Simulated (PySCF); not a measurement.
Ligands exchanged one at a time, Si OCH3-I. All species are isolated molecules in the gas phase. One relaxed conformer stands for each flexible species; it need not be the lowest. Strings in code marks are SMILES.

The S1 excitation (TDA) from two functionals at the same geometries (PBE0-D3(BJ)/def2-SVP), both in PySCF: PBE-D3(BJ)/def2-TZVP and B3LYP-D3(BJ)/def2-TZVP. B3LYP has the VWN-RPA correlation part, as in Gaussian. Excitations are Tamm–Dancoff values on a coarser integration grid. The basis has no diffuse functions, so Rydberg states are missing or too high.

```csv
species,PBE-D3(BJ)/def2-TZVP (eV)
1 of 4 OCH3 replaced by I,5.93
3 of 4 OCH3 replaced by I (`CO[Si](I)(I)I` (C–O–Si–I torsion 60°)),3.80
4 of 4 OCH3 replaced by I,3.29
```

What does B3LYP-D3(BJ)/def2-TZVP give for each?


- 1 of 4 OCH3 replaced by I: 6.24
- 3 of 4 OCH3 replaced by I (`CO[Si](I)(I)I` (C–O–Si–I torsion 60°)): 4.17
- 4 of 4 OCH3 replaced by I: 3.68
Over these rows, drawn at random from the members with no instability flagged (it was tested for open shells, ions and some series alone), PBE minus B3LYP-D3(BJ): mean -0.36 eV, from -0.39 eV to -0.31 eV.
